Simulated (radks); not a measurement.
The numbers below are computed, except where a source is named.
Task: Species: the osmium ion Os27+. Configuration: [Kr] 4d10 4f3. Code: a radial shooting solver on a logarithmic mesh with Libxc functionals. Model: scalar-relativistic Kohn-Sham, BLYP, spin-polarised, spherical densities, finite nucleus; open shells are filled with parallel spins first (spin-orbit coupling, left out, can overturn this in heavy ions); Fermi nuclear charge, rms radius 5.4126 fm. Some entries of the table are withheld. Estimate them.

orbital,occ.,eigenvalue (hartree),<r^2> (bohr^2),r(max) (bohr)
1s down,1,-2746.991,0.0004335,0.01103
1s up,1,-2746.991,0.0004335,0.01103
2s up,1,-505.7915,0.006646,0.06341
2s down,1,-505.7874,0.006646,0.06341
2p up,3,-444.7950,0.005535,0.05220
2p down,3,-444.7919,0.005535,0.05220
3s up,1,-143.2357,0.04280,0.1787
3s down,1,-143.1101,0.04275,0.1787
3p up,3,-125.3040,0.04360,0.1773
3p down,3,-125.1776,0.04354,0.1772
3d up,5,-105.2889,0.03609,0.1444
3d down,5,-105.1925,0.03602,0.1443
4s up,1,-53.97316,(1),0.3956
4s down,1,-53.77773,(2),0.3958
4p up,3,-47.73394,0.2104,0.4117
4p down,3,-47.54728,0.2108,0.4119
4d up,5,-40.13520,0.2222,(3)
4d down,5,-39.95052,0.2228,(4)
4f up,3,-31.97474,(5),0.3582
4f down,0,-31.76957,(6),0.3588

Result: 
(1) 4s up <r^2> (bohr^2): 0.1915
(2) 4s down <r^2> (bohr^2): 0.1917
(3) 4d up r(max) (bohr): 0.4126
(4) 4d down r(max) (bohr): 0.4129
(5) 4f up <r^2> (bohr^2): 0.2095
(6) 4f down <r^2> (bohr^2): 0.2106
